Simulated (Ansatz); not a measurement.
Total energies of `COc1ccc(-c2ccc(-c3ccc(-c4ccc(-c5ccc(C(F)=C(F)F)cc5)s4)s3)s2)cc1` from Ansatz at PBE0-D4/def2-SVP, gas phase (1 Eh = 27.2114 eV = 2625.5 kJ/mol). The reference geometry is relaxed at PBE-D4/def2-SVP.

```csv
state,geometry,energy (Eh)
charge 0 singlet,reference,-2605.07867
charge 1 doublet,reference,-2604.84755
charge -1 doublet,reference,-2605.12686
free C atom (triplet),–,-37.76066
free O atom (triplet),–,-74.92490
free F atom (doublet),–,-99.54906
free S atom (triplet),–,-397.83788
free H atom (doublet),–,-0.50029
```

Single mean-field runs in def2-SVP are fitted with def2-universal-jkfit.

(1) Work out the vertical ionisation energy to the doublet.

(2) Work out the vertical electron affinity, to the doublet.

(3) Give the fundamental gap IE − EA, the Mulliken electronegativity (IE + EA)/2 and the hardness (IE − EA)/2.

(4) What is the binding energy per atom against free atoms?

(1) E(charge 1 doublet) − E(charge 0 singlet) = -2604.84755 − (-2605.07867) = 0.23112 Eh = 6.29 eV. For comparison, −ε of the highest occupied level is 5.27 eV at this level, 1.02 eV less.

(2) E(charge 0 singlet) − E(charge -1 doublet) = -2605.07867 − (-2605.12686) = 0.04819 Eh = 1.31 eV. The basis lacks diffuse functions, which makes affinities too small.

(3) From the values in Eh: IE − EA = 0.23112 − 0.04819 = 0.18293 Eh = 4.98 eV; (IE + EA)/2 = 3.80 eV; (IE − EA)/2 = 2.49 eV. The HOMO–LUMO gap of the same run is 3.01 eV, 1.97 eV smaller than the fundamental gap.

(4) Atoms: 27 × (-37.76066) + 1 × (-74.92490) + 3 × (-99.54906) + 3 × (-397.83788) + 17 × (-0.50029) = -2595.12847 Eh. Binding: -2595.12847 − (-2605.07867) = 9.95020 Eh = 270.76 eV, or 5.31 eV for each of 51 atoms (no zero-point energy, no counterpoise term).
